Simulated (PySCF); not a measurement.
**Predicted spectroscopic data**

Single conformer, averaged over atoms made equivalent by symmetry, fast rotation or ring inversion, no solvent model, relativity neglected. σ from GIAO-PBE0/pcSseg-1; geometry from GFN2-xTB; PySCF 2.14.0 with density-fitted response routines.

References, each an isolated molecule treated in the same way: TMS for 1H, 13C. Splittings of carbon signals by F and P are missing where no couplings were computed. Where no couplings were computed, multiplicities follow the n + 1 count of equivalent neighbours, and m marks all less simple cases (inequivalent or close neighbours, rings, F or P nearby). Shifts are as computed. Against solution values, carbons near 30 ppm lie about +3 ppm off and those near 130 ppm about +5 ppm. Of 1211 compounds with measured shifts, 218 miss one by over three times the rms of a fit or turn the order of signals round; such compounds aren't used in these exercises.

**1.** SMILES C#CC(=C)C#Cc1ccncc1, C11H7N. 1H NMR (600 MHz, computed): δ 9.01 (d, 2H), 7.49 (d, 2H), 6.43 (m, 1H), 6.40 (m, 1H), 2.76 (s, 1H). 13C{1H} NMR (computed): δ 156.0, 143.7, 134.8, 131.3, 118.7, 101.3, 98.3, 88.4, 85.3.

**2.** SMILES C[SiH2]Oc1ncon1, C3H6N2O2Si. 1H NMR (600 MHz, computed): δ 8.38 (s, 1H), 5.31 (q, 2H), 0.53 (t, 3H). 13C{1H} NMR (computed): δ 177.4, 171.1, -3.0.

**3.** `Cc1oc(C(F)(F)F)cp1`, C5H4F3OP. 1H NMR (600 MHz, computed): δ 7.75 (m, 1H), 2.91 (m, 3H). 13C{1H} NMR (computed): δ 210.4 (C), 154.5 (C), 136.7 (CH), 128.4 (C), 22.1 (CH3).
